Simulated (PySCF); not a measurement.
CH6ClNSi3, SMILES [SiH3][Si@@H]1N=C[Si@@H]1Cl. Atoms are numbered in the order given.

```xyz
12

Si     2.3716    -0.7240     0.2329
Si     0.2087    -1.3640    -0.3433
N     -0.2400    -0.6436    -1.9514
C     -1.0207     0.3377    -1.6560
Si    -1.3714     0.2408     0.2232
Cl    -0.7880     1.8783     1.3542
H      2.5899    -1.0042     1.6827
H      2.4897     0.7416    -0.0112
H      3.3988    -1.4515    -0.5671
H     -0.0387    -2.8304    -0.2504
H     -1.3831     1.0200    -2.4482
H     -2.7816    -0.0664     0.5887
```
Charge 0, spin multiplicity 1.

Geometry optimised at ωB97X-D3(BJ)/def2-SVP. The structure was generated by enumeration; whether it is a known compound was not checked.

The numbers are results of r2SCAN/def2-TZVP (PySCF), not measurements.

Gas-phase values at a fixed geometry.

Computed frontier levels, gap, dipole moment and polarisability:
* **highest occupied level**: -5.93 eV
* **lowest empty level**: -2.52 eV
* **orbital gap**: 3.41 eV
* **dipole moment**: 0.88 D
* **quadrupole, principal values (traceless, Buckingham form, about the centre of nuclear charge)**: -9.53, 2.81, 6.72 D·Å
* **mean static polarisability**: 112.0 bohr³ (16.59 Å³)
* **polarisability, principal values**: 92.7, 109.4, 133.8 bohr³
